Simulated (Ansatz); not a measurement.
Isolated molecules relaxed with PBE0-D4/def2-TZVP in Ansatz; ΔE leaves out vibrations. CCSD(T)/CBS adds triple-zeta CCSD(T) − MP2 to the extrapolated MP2 energy (def2 sets, frozen cores). DFT in def2-TZVPP. Each species was taken in one conformer, which may not be the lowest.

Reaction (isomerisation): `N[SiH2]N1C[SiH2]1` → `[SiH3]/N=C\N[SiH3]`

CCSD(T)/CBS gives +32.8 kJ/mol.

(1) Another level gave +18.9 kJ/mol. Which?
A. RPA@PBE/def2-TZVPP
B. HF/def2-TZVPP
C. r2SCAN0-D4/def2-TZVPP
D. r2SCAN-D4/def2-TZVPP

(2) What do rigid-rotor, harmonic-oscillator terms from PBE0-D4/def2-TZVP frequencies (298.15 K, 1 bar) make of the CCSD(T)/CBS value? (An estimate is asked.)

Largest T1 diagnostic among the species: 0.014.

Results:

(1) A. RPA@PBE/def2-TZVPP 18.9, r2SCAN-D4 23.0, r2SCAN0-D4 30.4, HF/def2-TZVPP 3.8 kJ/mol.

(2) Computed: ΔZPE = -9.8 kJ/mol, ΔH = +22.8 kJ/mol, ΔS = -2 J/(mol·K), ΔG = +23.3 kJ/mol. Modes under 50 cm⁻¹ make the entropy rough.

From BLYP to BHLYP (50 % exact exchange), in def2-TZVPP and without D4, ΔE moves by +14.0 kJ/mol. In def2-TZVPP, CCSD(T) changes the Hartree–Fock value by +22.8 kJ/mol (the triples alone add −1.7 kJ/mol) and MP2 by +33.7 kJ/mol. At CCSD(T), def2-SVP lies −42.1 kJ/mol from the extrapolated value and def2-TZVPP −6.2 kJ/mol.

CCSD(T)/CBS has its own doubt, a few kJ/mol and more with outer-core shells, so smaller differences from it don't rank the levels.
